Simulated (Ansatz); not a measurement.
Input file for Ansatz (a first-principles code): R-B3LYP/def2-TZVPP on FHPbS (SMILES [F][Pb][SH]), a point of a torsion scan. Elements past Kr take the def2 small-core potentials; no spin–orbit coupling.

Ansatz 0.2 input:
```yaml
crystal:
  periodic: [false, false, false]
  atoms:
    - {symbol: F, position_ang: [1.97950087, -0.76938547, -0.12015682]}
    - {symbol: Pb, position_ang: [1.00086984, 1.03370593, -0.59102675]}
    - {symbol: S, position_ang: [-1.46126163, 0.34000238, -0.54603653]}
    - {symbol: H, position_ang: [-1.70188415, 0.58508548, 0.73309959]}
basis:
  gaussian:
    orbitals: def2-TZVPP
hamiltonian:
  xc: {name: B3LYP}
scf: {lower_state_search: off}
```

Predict the final total energy.

-691.7235 hartree.
